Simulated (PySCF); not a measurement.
## GaC: frontier orbitals

PBE0 at R = 2.007 Å; Ga def2-SVPD, C def2-SVPD; no relativity (PySCF 2.14). State: ⁴Σ⁻ (quartet), unpaired electrons σ ↑, π ↑↑. Only the outer orbitals are listed, counted within each symmetry.

```json
{"spin": "α", "orbital": "8σ", "occ.": "1", "ε (eV)": "-16.82", "on Ga (%)": "19", "main shells (%)": "80 C s, 12 Ga s"}
{"spin": "α", "orbital": "9σ", "occ.": "1", "ε (eV)": "-10.14", "on Ga (%)": "61", "main shells (%)": "61 Ga s, 26 C p, 13 C s"}
{"spin": "α", "orbital": "4π", "occ.": "1", "ε (eV)": "-7.05", "on Ga (%)": "17", "main shells (%)": "83 C p, 14 Ga p"}
{"spin": "α", "orbital": "4π", "occ.": "1", "ε (eV)": "-7.05", "on Ga (%)": "17", "main shells (%)": "83 C p, 14 Ga p"}
{"spin": "α", "orbital": "10σ", "occ.": "1", "ε (eV)": "-6.55", "on Ga (%)": "53", "main shells (%)": "44 C p, 31 Ga p, 22 Ga s"}
{"spin": "α", "orbital": "5π", "occ.": "0", "ε (eV)": "-1.41", "on Ga (%)": "87", "main shells (%)": "83 Ga p, 12 C p"}
{"spin": "α", "orbital": "5π", "occ.": "0", "ε (eV)": "-1.41", "on Ga (%)": "87", "main shells (%)": "83 Ga p, 12 C p"}
{"spin": "α", "orbital": "11σ", "occ.": "0", "ε (eV)": "0.57", "on Ga (%)": "108", "main shells (%)": "104 Ga s"}
{"spin": "β", "orbital": "8σ", "occ.": "1", "ε (eV)": "-13.46", "on Ga (%)": "35", "main shells (%)": "61 C s, 28 Ga s"}
{"spin": "β", "orbital": "9σ", "occ.": "1", "ε (eV)": "-8.10", "on Ga (%)": "74", "main shells (%)": "68 Ga s, 24 C s"}
{"spin": "β", "orbital": "4π", "occ.": "0", "ε (eV)": "-2.59", "on Ga (%)": "68", "main shells (%)": "66 Ga p, 32 C p"}
{"spin": "β", "orbital": "4π", "occ.": "0", "ε (eV)": "-2.59", "on Ga (%)": "68", "main shells (%)": "66 Ga p, 32 C p"}
{"spin": "β", "orbital": "10σ", "occ.": "0", "ε (eV)": "-2.43", "on Ga (%)": "40", "main shells (%)": "43 C p, 38 Ga p, 17 C s"}
```

**Question.** Which are the highest filled and the lowest empty level, where do they sit, and how wide is the gap?

**Answer.** Highest filled α 10σ at -6.55 eV (in %: 44 C p, 31 Ga p, 22 Ga s); lowest empty β 4π at -2.59 eV (in %: 66 Ga p, 32 C p); the gap at PBE0 is 3.96 eV.

- bond order (Mayer): 1.19
- ⟨S²⟩: 3.755
- charge on Ga (Mulliken, basis-dependent): 0.28
- charge on Ga (Löwdin, basis-dependent): 0.28
- dipole moment (positive dipole means Ga(−)C(+)): -2.04 D
- polarisability along the bond: 69.8 bohr³
- polarisability across the bond: 39.4 bohr³

Shares are Mulliken populations and can fall outside 0 to 100 %.

Spin–orbit coupling is left out. The state was picked by a PBE0 search and need not be the measured ground state.
